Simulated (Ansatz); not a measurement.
Gas-phase electronic energies from Ansatz, PBE0-D4/def2-TZVP geometries. CBS: MP2 limit from def2 TZ/QZ plus the TZ coupled-cluster correction, frozen cores. This one scheme is used for every species, atoms too. DFT in def2-TZVPP. B3LYP here is the variant with VWN-RPA as its local correlation; programs differ in this. No spin–orbit coupling; open shells (•) take unrestricted orbitals. Spin–orbit coupling would lower the free atoms: a little for Cl. Bonds to Ge are less sure, by a few kJ/mol each and by 10 to 20 or more in all where they break to atoms, as the def2 sets lack core-valence functions. Scalar relativity is left out up to krypton.

`C[CH2][GeH3]` + Cl• → `[CH2][CH2][GeH3]`• + HCl  (hydrogen abstraction from a C–H bond)

CCSD(T)/CBS gives -0.04 eV.

Problem. Another level gave -0.22 eV. Which?
A. B3LYP/def2-TZVPP
B. PBE0/def2-TZVPP
C. CCSD(T)/def2-TZVPP
D. r2SCANh/def2-TZVPP

Solution. D. r2SCANh -0.22, PBE0 -0.13, B3LYP -0.08, CCSD(T)/def2-TZVPP 0.02 eV.

Largest T1 diagnostic among the species: 0.013.

At CCSD(T), def2-SVP lies +0.26 eV from the extrapolated value and def2-TZVPP +0.07 eV. In def2-TZVPP, CCSD(T) changes the Hartree–Fock value by −0.16 eV (the triples alone add −0.03 eV) and MP2 by −0.19 eV.

CCSD(T)/CBS has its own doubt, a few kJ/mol and more with outer-core shells, so smaller differences from it don't rank the levels.
